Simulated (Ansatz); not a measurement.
`BO[SiH2]B` and `BO[SiH3]` differ in one atom or group.

Ansatz, PBE0-D4/def2-TZVP geometries, multiplicity 1. Each molecule was computed in one conformer, which needn't be the lowest.

```json
{"property": "HOMO energy (PBE0/def2-TZVPP) / eV", "`BO[SiH2]B`": "-8.34"}
{"property": "HOMO–LUMO gap (B3LYP/def2-TZVPP) / eV", "`BO[SiH2]B`": "5.29"}
{"property": "HOMO energy (PBE/def2-TZVPP) / eV", "`BO[SiH2]B`": "-6.91"}
{"property": "LUMO energy (ωB97M-V/def2-TZVPP) / eV", "`BO[SiH2]B`": "-0.68"}
{"property": "HOMO energy (B3LYP/def2-TZVPP) / eV", "`BO[SiH2]B`": "-8.15"}
{"property": "HOMO–LUMO gap (PBE0/def2-TZVPP) / eV", "`BO[SiH2]B`": "5.68"}
```

Q: What does the change do to each property? (An estimate is asked.)

A: The calculation gave: 
| property | `BO[SiH3]` | shift |
| --- | --- | --- |
| HOMO energy (PBE0/def2-TZVPP) / eV | -8.49 | -0.15 |
| HOMO–LUMO gap (B3LYP/def2-TZVPP) / eV | 7.39 | 2.10 |
| HOMO energy (PBE/def2-TZVPP) / eV | -7.03 | -0.12 |
| LUMO energy (ωB97M-V/def2-TZVPP) / eV | 1.22 | 1.90 |
| HOMO energy (B3LYP/def2-TZVPP) / eV | -8.30 | -0.15 |
| HOMO–LUMO gap (PBE0/def2-TZVPP) / eV | 7.84 | 2.16 |

With PBE0 the HOMO falls by 0.15 eV and the LUMO rises by 2.01 eV, so the gap widens by about 2.16 eV. PBE moves the HOMO by -0.12 eV and ωB97M-V by -0.25 eV. The zero-point energy changes by -31.0 kJ/mol with -6 modes.

B3LYP here is the variant with VWN-RPA as its local correlation; programs differ in this.
